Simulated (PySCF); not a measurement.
InClI₂, SMILES [Cl][In]([I])[I]. Heavy atoms are numbered as in [In:1]([Cl:2])([I:3])[I:4].

The structure is a stationary point at B3LYP-D3(BJ)/def2-SVP. The structure was generated by enumeration; whether it is a known compound was not checked. The def2 effective core potentials stand for the cores of I, In; spin–orbit coupling is left out.

Calculation: PySCF with PBE/def2-TZVP.

ESP charges are fitted to the potential on shells at 1.4 to 2.0 van der Waals radii. Atomic charges (e), one atom of each kind:

```
atom  ESP fit  Mulliken  Löwdin
----  -------  --------  ------
In1      0.37      0.72   -0.50
Cl2     -0.19     -0.31    0.10
I3      -0.09     -0.20    0.20
```
